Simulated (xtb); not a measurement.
xtb input (GFN2-xTB):

```bash
xtb mol.xyz --gfn 2 --ohess tight --chrg -1 --uhf 0
```
mol.xyz:
```
9

C     -1.07354765     0.03374321    -0.00801266
C      0.04221458    -0.87363971    -0.00620642
C      1.31178112    -0.59662792    -0.00697769
C      1.84168573     0.66167877    -0.07428053
N      2.36202502     1.73558154    -0.10672948
H     -0.80849127     1.08429359     0.01957387
H     -1.71590338    -0.13072885    -0.79777926
H     -1.65978838    -0.06506848     0.95679480
H     -0.28664362    -1.96503971     0.09095716
```

Output:

```
           -------------------------------------------------
          |                Calculation Setup                |
           -------------------------------------------------

           -------------------------------------------------
          |                 G F N 2 - x T B                 |
           -------------------------------------------------

        Reference                      10.1021/acs.jctc.8b01176
      * Hamiltonian:
        H0-scaling (s, p, d)           1.850000    2.230000    2.230000
        zeta-weighting                 0.500000
      * Dispersion:
        s8                             2.700000
        a1                             0.520000
        a2                             5.000000
        s9                             5.000000
      * Repulsion:
        kExp                           1.500000    1.000000
        rExp                           1.000000
      * Coulomb:
        alpha                          2.000000
        third order                    shell-resolved
        anisotropic                    true
        a3                             3.000000
        a5                             4.000000
        cn-shift                       1.200000
        cn-exp                         4.000000
        max-rad                        5.000000

          ...................................................
          :                      SETUP                      :
          :.................................................:
          :  # basis functions                  24          :
          :  # atomic orbitals                  24          :
          :  # shells                           14          :
          :  # electrons                        26          :
          :  max. iterations                   250          :
          :  Hamiltonian                  GFN2-xTB          :
          :  restarted?                      false          :
          :  GBSA solvation                  false          :
          :  PC potential                    false          :
          :  electronic temp.          300.0000000     K    :
          :  accuracy                    1.0000000          :
          :  -> integral cutoff          0.2500000E+02      :
          :  -> integral neglect         0.1000000E-07      :
          :  -> SCF convergence          0.1000000E-05 Eh   :
          :  -> wf. convergence          0.1000000E-03 e    :
          :  Broyden damping             0.4000000          :
          :  net charge                         -1          :
          :  unpaired electrons                  0          :
          ...................................................

 iter      E             dE          RMSdq      gap      omega  full diag
   1    -13.7802946 -0.137803E+02  0.620E+00    2.82       0.0  T
   2    -13.8121943 -0.318997E-01  0.431E+00    1.83       1.0  T
   3    -13.8312786 -0.190843E-01  0.242E+00    2.44       1.0  T
   4    -13.8460354 -0.147567E-01  0.853E-01    2.14       1.0  T
   5    -13.8499037 -0.386830E-02  0.258E-01    2.11       1.0  T
   6    -13.8502396 -0.335916E-03  0.125E-01    2.13       1.0  T
[...]
     #   Z          #   Z                                           value/Å
     2   6 C        3   6 C                                       1.3240365 (max)
     4   6 C        5   7 N                                       1.1776571
     1   6 C        6   1 H                                       1.0903116 (min)
Molecule has the following symmetry elements: (sigma)
It seems to be the Cs point group
     1   6 C        7   1 H                                       1.0978419
     1   6 C        8   1 H                                       1.0977781
     2   6 C        9   1 H                                       1.0983994

 * 3 distinct bonds (by element types)

   Z      Z             #   av. dist./Å        max./Å        min./Å
   1 H    6 C           4     1.0960828     1.0983994     1.0903116
   6 C    6 C           1     1.3240365     1.3240365     1.3240365
   6 C    7 N           1     1.1776571     1.1776571     1.1776571

           -------------------------------------------------
          |               Frequency Printout                |
           -------------------------------------------------
 projected vibrational frequencies (cm⁻¹)
eigval :       -0.00    -0.00     0.00     0.00     0.00     0.00
eigval :      133.65   137.42   244.53   422.03   514.90   575.37
eigval :      790.93   871.30   990.13  1020.84  1040.72  1343.58
eigval :     1376.92  1507.29  1516.05  1678.77  2186.10  2822.63
eigval :     2868.45  2897.39  2996.46
 reduced masses (amu)
   1: 10.90   2: 10.61   3: 10.89   4: 12.01   5: 12.67   6: 10.52   7: 11.00   8:  1.62
   9: 10.51  10: 11.06  11: 10.92  12: 10.53  13:  3.36  14:  9.94  15:  4.38  16:  8.11
  17:  8.42  18:  3.23  19:  2.89  20:  1.65  21:  1.67  22: 11.84  23: 12.70  24:  1.72
  25:  1.93  26:  1.48  27:  1.68
 IR intensities (km·mol⁻¹)
   1:  6.61   2:  7.69   3:  6.38   4: 12.70   5: 15.25   6:  5.89   7:  6.88   8:  0.46
   9: 13.69  10: 15.58  11:  7.05  12: 29.78  13:  2.78  14: 25.37  15:  0.42  16:  9.62
  17: 43.35  18: 31.39  19:  6.37  20:  0.16  21:  1.79  22: 37.34  23:625.85  24:285.44
  25:153.85  26:221.82  27: 59.88
 Raman intensities (Ä⁴*amu⁻¹)
   1:  0.00   2:  0.00   3:  0.00   4:  0.00   5:  0.00   6:  0.00   7:  0.00   8:  0.00
   9:  0.00  10:  0.00  11:  0.00  12:  0.00  13:  0.00  14:  0.00  15:  0.00  16:  0.00
  17:  0.00  18:  0.00  19:  0.00  20:  0.00  21:  0.00  22:  0.00  23:  0.00  24:  0.00
  25:  0.00  26:  0.00  27:  0.00
 output can be read by thermo (or use thermo option).
 writing <g98.out> molden fake output.
 recommended (thermochemical) frequency scaling factor: 1.0
           -------------------------------------------------
          |             Thermodynamic Functions             |
           -------------------------------------------------

cs  symmetry found (for desy threshold:  0.10E+00) used in thermo

          ...................................................
          :                      SETUP                      :
          :.................................................:
          :  # frequencies                          21      :
          :  # imaginary freq.                       0      :
          :  linear?                             false      :
          :  only rotor calc.                    false      :
          :  symmetry                               cs      :
          :  rotational number                       1      :
          :  scaling factor                  1.0000000      :
          :  rotor cutoff                   50.0000000 cm⁻¹ :
          :  imag. cutoff                  -20.0000000 cm⁻¹ :
          :.................................................:

    mode    ω/cm⁻¹     T·S(HO)/kcal·mol⁻¹    T·S(FR)/kcal·mol⁻¹   T·S(vib)
   ------------------------------------------------------------------------
       1    133.65    -0.86252 ( 98.08%)    -0.76501 (  1.92%)    -0.86064
       2    137.42    -0.84657 ( 98.28%)    -0.75676 (  1.72%)    -0.84503
       3    244.53    -0.52762 ( 99.83%)    -0.58616 (  0.17%)    -0.52772
   ------------------------------------------------------------------------

   temp. (K)  partition function   enthalpy   heat capacity  entropy
                                   cal/mol     cal/K/mol   cal/K/mol   J/K/mol
 298.15  VIB   8.94                 1745.920     12.014     10.197
         ROT  0.758E+05              888.752      2.981     25.311
         INT  0.678E+06             2634.672     14.995     35.508
Note: The following floating-point exceptions are signalling: IEEE_DENORMAL
normal termination of xtb
         TR   0.520E+27             1481.254      4.968     38.466
         TOT                        4115.9258    19.9627    73.9737   309.5061

       T/K    H(0)-H(T)+PV         H(T)/Eh          T*S/Eh         G(T)/Eh
   ------------------------------------------------------------------------
    298.15    0.655915E-02    0.702008E-01    0.351473E-01    0.350535E-01
   ------------------------------------------------------------------------

         :::::::::::::::::::::::::::::::::::::::::::::::::::::
         ::                  THERMODYNAMIC                  ::
         :::::::::::::::::::::::::::::::::::::::::::::::::::::
         :: total free energy         -13.565846904008 Eh   ::
         ::.................................................::
         :: total energy              -13.600900419070 Eh   ::
         :: zero point energy           0.063641675018 Eh   ::
         :: G(RRHO) w/o ZPVE           -0.028588159955 Eh   ::
         :: G(RRHO) contrib.            0.035053515063 Eh   ::
         :::::::::::::::::::::::::::::::::::::::::::::::::::::

optimized geometry written to: xtbopt.xyz

           -------------------------------------------------
          | TOTAL ENERGY              -13.600900419070 Eh   |
          | TOTAL ENTHALPY            -13.530699598733 Eh   |
          | TOTAL FREE ENERGY         -13.565846904008 Eh   |
          | GRADIENT NORM               0.000237953306 Eh/α |
          | HOMO-LUMO GAP               2.162729078851 eV   |
           -------------------------------------------------

------------------------------------------------------------------------
------------------------------------------------------------------------
 total:
 SCF:
 ANC optimizer:
 analytical hessian:
```

It need not be the lowest isomer of its formula. Whether it binds its extra electron was not tested at this geometry.
